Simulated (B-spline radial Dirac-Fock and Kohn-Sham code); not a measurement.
System: chromium as Cr⁵⁺ in the configuration [Ar] 3d1. These are calculated numbers from a radial atomic solver; the model is Dirac-Hartree-Slater photoionisation with all multipoles and Dirac-Fock thresholds.

Q: Which of the sources Ag Lα (2984.4 eV), Cr Kα (5414.7 eV), Cu Kα (8047.8 eV), Ga Kα (9251.7 eV), Ag Kα (22162.9 eV) can ionise the 2p1/2 level, and how does the cross section change among them?

A: The computed threshold is 689.2 eV, so all of them can. Cross sections: Ag Lα 6.90 kb, Cr Kα 1.02 kb, Cu Kα 0.269 kb, Ga Kα 0.167 kb, Ag Kα 0.00732 kb. From the first to the last it falls by a factor of 940.
